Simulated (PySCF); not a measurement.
A structure optimised at PBE-D3(BJ)/def2-SVP, used in a PySCF frequency run:

```xyz
9

C      3.3184    -0.7481     0.7155
C      2.3057    -0.7152     0.0255
C      1.1556    -0.6836    -0.8133
C     -0.0921    -0.5077    -0.3853
C     -1.3292    -0.3447     0.0236
Cl    -2.0999     1.2220     0.1682
H      4.2047    -0.7741     1.3340
H      1.3269    -0.8199    -1.9009
H     -1.9841    -1.1842     0.3110
```
Charge 0, spin multiplicity 1.

Write its SMILES and formula.

C#CC=C=CCl, C5H3Cl

What are its rotational constants (standard atomic weights)?

10.930, 1.0556, 1.0056 GHz
